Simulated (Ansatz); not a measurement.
Frontier orbitals of BBrH2O2, SMILES `OB(O)Br`.

Cartesian coordinates in Å:
```
O 0.723 -0.044 -0.888
B -0.127 0.112 0.155
O -0.644 -0.948 0.804
Br -0.639 1.879 0.761
H 1.023 0.785 -1.269
H -0.337 -1.783 0.437
```

The species carries charge 0 and has multiplicity 1. Correlated methods include outer-core shells of Br, which these sets cover unevenly. Scalar relativity is left out up to krypton. All single points use the PBE0-D4/def2-TZVP geometry. It is one conformer, not always the lowest. Basis def2-TZVPP, the Gaussian-basis code of Ansatz.

Orbital energies of one run (eV). Highest occupied ones, from the top: -8.66, -8.82, -10.26, -10.57, -11.65, -12.25, -13.21, -16.27, -16.98, -22.30, -29.91, -30.80, -73.31, -73.31. Empty: 0.91, 1.09, 1.69, 2.64, 3.35, 4.12.

(1) Which functional gave them?
A. ωB97M-V
B. PBE
C. ωB97X-V
D. r2SCAN0

## Answers

(1) D. HOMO energies: r2SCAN0 -8.66, ωB97M-V -10.69, ωB97X-V -10.84, PBE -7.09 eV.
